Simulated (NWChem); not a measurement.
aminoborane (BNH₄); SMILES BN

```xyz
6

B      0.0000     0.0000     0.7762
N      0.0000     0.0000    -0.6112
H      0.0000    -1.0575     1.3645
H      0.0000     1.0575     1.3645
H      0.0000     0.8464    -1.1658
H      0.0000    -0.8464    -1.1658
```
Atoms are numbered in this order, from 1.

Results from NWChem. Medium grid unless said otherwise, to which SCAN and Minnesota functionals are sensitive. All runs use the structure optimised with PBE0/def2-SVP. B3LYP is NWChem's, with the RPA form of VWN correlation.

Task: Order these by “highest occupied level (eV)”, lowest first: revPBE/def2-TZVP; LC-wPBE (HJS exchange hole, range parameter 0.4 per bohr)/def2-TZVP; TPSSh/def2-TZVP; B3LYP/def2-TZVP; BHandHLYP/def2-TZVP.

Result: LC-wPBE (HJS exchange hole, range parameter 0.4 per bohr)/def2-TZVP (-11.64), BHandHLYP/def2-TZVP (-9.94), B3LYP/def2-TZVP (-8.43), TPSSh/def2-TZVP (-7.89), revPBE/def2-TZVP (-7.27)
